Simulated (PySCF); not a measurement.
**Electric field gradients and quadrupole coupling constants**

Compound: C8H6N2.
Cartesian coordinates in Å at the GFN2-xTB level; atoms count from 1:
```xyz
16
C8H6N2 angstrom
C      3.247    0.203   -0.155
N      2.077   -0.263   -0.220
C      0.997    0.526    0.094
C     -0.240    0.032    0.024
C     -1.625    0.524    0.268
C     -2.175    1.664    0.655
C     -2.106   -0.811   -0.109
C     -0.839   -1.272   -0.336
C     -0.294   -2.489   -0.745
N      0.140   -3.497   -1.083
H      4.070   -0.446   -0.409
H      3.485    1.230    0.144
H      1.156    1.563    0.401
H     -1.577    2.531    0.878
H     -3.242    1.764    0.761
H     -3.082   -1.251   -0.179
```

Field gradients from the PBE0/pcSseg-1 density (PySCF, non-relativistic), principal values in atomic units, ordered |Vxx| ≤ |Vyy| ≤ |Vzz|:

```csv
atom,Vxx,Vyy,Vzz
N2,0.3353,0.8494,-1.1847
N10,0.4682,0.5213,-0.9895
```

Q: Find the asymmetry η = (Vxx − Vyy)/Vzz and the couplings χ = eQV/h (234.96 MHz × Q in barn × V in au), with Q(14N) = 0.02044 b.

A: 
```csv
atom,environment,nucleus,η,χzz (MHz),χxx (MHz),χyy (MHz)
N2,imine nitrogen,14N,0.43,-5.69,1.61,4.08
N10,nitrile nitrogen,14N,0.05,-4.752,2.249,2.504
```

The tensor is traceless: Vxx + Vyy + Vzz = 0.

Q: What is Vzz at N10 in SI units (1 au = 9.71736 × 10²¹ V/m²)?

A: -0.9895 au = -9.615 × 10²¹ V/m².

Q: What couplings would deuterons (Q(2H) = 0.00286 b) have in place of the hydrogens, at this geometry?

A: 
| atom | bonded to | bond length (Å) | Vzz (au) | η | χzz (kHz) |
| --- | --- | --- | --- | --- | --- |
| H11 | C1 | 1.079 | 0.3256 | 0.03 | 219 |
| H12 | C1 | 1.096 | 0.2931 | 0.05 | 197 |
| H13 | C3 | 1.094 | 0.2985 | 0.10 | 201 |
| H14 | C6 | 1.076 | 0.3374 | 0.05 | 227 |
| H15 | C6 | 1.077 | 0.3361 | 0.05 | 226 |
| H16 | C7 | 1.073 | 0.3400 | 0.03 | 229 |

Isolated species at its GFN2-xTB geometry (one conformer only). GFN2-xTB bond lengths can be off by several hundredths of an ångström, more for odd bonds, and the gradients follow them. With so small a basis the couplings can be 20 % off.
